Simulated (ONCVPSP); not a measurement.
## What the settings do to the ONCV potential of hafnium

Base potential:

Hf (Z = 72), optimised norm-conserving Vanderbilt (ONCV), made with ONCVPSP 4.0.1 (revPBE, scalar-relativistic). Core [Xe] 4f14, reference 5d2.5 6s1.5. Waves: 6s: rc 3.25 bohr, ncon 4, nbas 8, qcut 2.4 1/bohr, 2 projectors, debl 0.6 Ha; p scattering state at 0.31 Ha: rc 2.90 bohr, ncon 4, nbas 7, qcut 2.8 1/bohr, 2 projectors, debl 1.6 Ha; 5d: rc 2.35 bohr, ncon 3, nbas 7, qcut 8.1 1/bohr, 3 projectors, debl 1.3 Ha. Local part: polynomial inside 2.20 bohr (lpopt 5, dvloc0 0 Ha). Core correction: polynomial model core, fcfact 0.65.

In the p channel the program set the typed energies aside and used 0.050, 1.650 Ha.

Cutoffs, loose and tight: the cutoffs (Ha) at which the residual kinetic energy of the hardest occupied pseudo-wave falls to 1 and 0.1 mHa per electron. They do not see the model core or the augmentation charge, which bear on the density cutoff. Test errors are all-electron minus pseudo excitation energies from the reference, over the configurations 5d2 6s2; 5d2 6s1; 5d2 6s0; 5d3 6s0. A dash means not determined; rows that change the core or the reference have their own tests. The largest error is taken over the tests solved by every variant that gives reliable tests at all: 5d2 6s0; 5d2 6s1; 5d2 6s2.

| change | outcome | cutoff, loose | cutoff, tight | bound ghosts | GHOST(+) flags above zero | largest test error (meV) |
| --- | --- | --- | --- | --- | --- | --- |
| base | generated, projector energies reset by the program | 12 Ha | 15 Ha | none | s, p | -55 |
| s: qcut 1.4 | generated, projector energies reset by the program | 12 Ha | 16 Ha | none | s, p | -87 |
| s: qcut 1.7 | generated, projector energies reset by the program | 12 Ha | 15 Ha | none | s, p | -77 |
| s: qcut 2 | generated, projector energies reset by the program | 12 Ha | 15 Ha | none | s, p | -66 |
| s: qcut 2.1 | generated, projector energies reset by the program | 12 Ha | 15 Ha | none | s, p | -63 |
| s: qcut 2.7 | generated, projector energies reset by the program | 12 Ha | 15 Ha | none | s, p | -50 |
| s: qcut 3 | failed: ERROR pspot: first pseudo wave function has node, program will stop | – | – | – | – | – |
| s: qcut 3.1 | failed: ERROR pspot: first pseudo wave function has node, program will stop | – | – | – | – | – |
| s: qcut 3.3 | failed: ERROR pspot: first pseudo wave function has node, program will stop | – | – | – | – | – |
| s: qcut 3.6 | failed: ERROR pspot: first pseudo wave function has node, program will stop | – | – | – | – | – |

Reading the sweep of the qcut of the s channel (base included, trends over the rows without a ghost): The loose cutoff stays near 12 Ha. The median size of the test errors (rows with all tests solved) rises from 9.5 meV at 1.4 to 25.9 meV at 2.4 1/bohr. The generation fails at 3, 3.1, 3.3, 3.6 1/bohr.
